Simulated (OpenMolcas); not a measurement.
Fe2+.

```json
{
 "Program": "OpenMolcas",
 "Method": "RASSCF",
 "Basis": "ANO-RCC-VQZP [7s6p4d3f2g1h]",
 "Scalar Hamiltonian": "DKH2, point nucleus",
 "Active space": "12 electrons in 8 orbitals (RAS1 3p, at most 2 holes; RAS2 3d)",
 "State averaging": "2S+1 = 5 even, 5 roots; 2S+1 = 3 even, 45 roots; 2S+1 = 1 even, 44 roots",
 "Spin-orbit coupling": "state interaction with AMFI integrals over the reference wave functions, term energies averaged over their components"
}
```

Levels without dynamic correlation, in cm-1 above 3d6 5D4:

```csv
Level,E
3d6 3P2(1),21455
3d6 3H6,24273
3d6 3F4(1),24391
3d6 3G5,28781
```

On this reference, MS-RASPT2, IPEA 0.25 Eh, imaginary shift 0.1 Eh (closed shells correlated: 3s) puts 3d6 3P2(1) at 19340 cm-1.

Problem. Estimate the other levels at that method by one scale factor, and say how well it serves.

Solution. The factor is 19340 / 21455 = 0.901. Scaled values beside those that MS-RASPT2 gives and measured ones (Corliss and Sugar, J. Phys. Chem. Ref. Data 11, 135 (1982)):
```
     Level  Scaled  MS-RASPT2  Miss (%)  Measured
   3d6 3H6   21870      19590     +11.6     20051
3d6 3F4(1)   21976      21320      +3.1          
   3d6 3G5   25932      24360      +6.5     24559
```
For these levels the scaled values miss MS-RASPT2 by up to 11.6 %, as correlation changes each term by its own factor, spin-orbit parts do not scale and CASPT2 has its own spread within terms. This holds within one configuration; levels of others move differently, and the target method has errors of its own against measurement.

CASPT2 does not keep the components of a term degenerate, so their means are used; among the terms shown or strongly mixed into the levels shown the widest spread is 450 cm-1 (3d6 3H, MS-RASPT2). Active for correlation alone: 3p; no level in the range computed is led by a configuration that opens it, so any true level of that kind is missing. Without dynamic correlation excited terms often stand tens of per cent too high (terms of higher spin than the ground term too low), and those without a measured partner can miss by more than the paired ones (holds for RASSCF). The CASPT2 spread within a term exceeds the gap to the next term for 3d6 3H and 3d6 3P(1), so the order of their levels is uncertain (holds for MS-RASPT2). Measured partners are found by configuration, term and J. A level has none where our copy of the source lacks it or the pairing is in doubt (some pairs that miss far off the trend of their configuration count as doubtful), and it then counts in no deviation. Levels of configurations outside the active space are missing.

A number in round brackets counts repeated terms of one configuration in the order of the reference energies.
